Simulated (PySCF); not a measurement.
# One molecule, several mistakes: BCH7NSi

All numbers below are calculated, not measured. They come from PySCF 2.14.0, an open-source quantum chemistry program, on an isolated molecule that a program drew, which may never have been made. The molecule is BCH7NSi (charge 0, doublet), drawn as the SMILES string `[CH2]B(N)[SiH3]`.

Each row is a Hartree-Fock (HF) and frozen-core CCSD(T) single point in the cc-pV(D+d)Z basis, meant for a local HF minimum. Run 1 is clean. Each other run has one planted mistake out of seven kinds, and not every kind appears here: one electron removed, one electron added, multiplicity raised by two, geometry at a saddle point, minimal basis STO-3G, one bond length entered in bohr, all coordinates scaled. The reference is restricted for singlets and unrestricted otherwise, and also for a bond in bohr. Adding or removing an electron swaps singlet and doublet. Electrons count all cores. HOMO and LUMO are orbital energies over both spins, the gradient is its largest component, and the lowest frequency (negative if imaginary) is given only where the gradient is small. Bond lengths are over the 10 bonds as drawn. T1 is the CCSD diagnostic: over 0.02 (restricted) or 0.045 (unrestricted) a single reference is doubtful.

Geometry of the clean run:
```xyz
11
BCH7NSi, angstrom
C     0.7457    0.9920    3.1280
B     1.1386    0.9554    1.6222
N     2.3261    1.5682    1.2078
Si   -0.0481    0.0267    0.2305
H     1.3606    1.4790    3.8834
H    -0.1595    0.5382    3.5195
H     2.6400    1.5835    0.2603
H     2.9464    2.0363    1.8381
H    -1.4078    0.6298    0.1823
H     0.5295    0.1208   -1.1400
H    -0.2244   -1.4182    0.5403
```

```
run,electrons,basis functions,<S^2>,HOMO (eV),LUMO (eV),gradient (hartree/bohr),lowest frequency (cm^-1),mean bond (Å),longest bond (Å),T1,HF (hartree),CCSD(T) (hartree),mistake
1,39,100,0.763,-10.10,2.08,8.6e-06,70,1.3647,2.051,0.0159,-410.02449,-410.57319,no fault
2,39,100,3.770,-4.34,-0.98,2.8e-02,-,1.3647,2.051,0.0191,-409.81442,-410.34949,multiplicity raised by two
3,39,100,0.764,-10.14,1.96,4.1e-02,-,1.4329,2.154,0.0173,-410.00160,-410.55815,all coordinates scaled
4,40,100,0.000,-0.74,8.94,8.3e-02,-,1.3647,2.051,0.0154,-409.98882,-410.58160,one electron added
5,39,31,0.765,-8.54,6.28,3.7e-02,-,1.3647,2.051,0.0184,-405.19277,-405.41831,minimal basis STO-3G
6,38,100,0.000,-16.07,-6.94,6.5e-02,-,1.3647,2.051,0.0331,-409.71268,-410.25515,?
```

**Which mistake was planted in run 6, and what did it cost?**

It counts 38 electrons, one fewer than the clean run, at the same geometry and basis. So the mistake is: one electron removed. Subtracting run 1 and multiplying by 627.51 kcal/mol a hartree, the energy moved by 195.7 kcal/mol in HF and 199.6 kcal/mol in CCSD(T).

Cautions from the logs. Run 6: T1 is over the limit, so its CCSD(T) energy is less reliable.
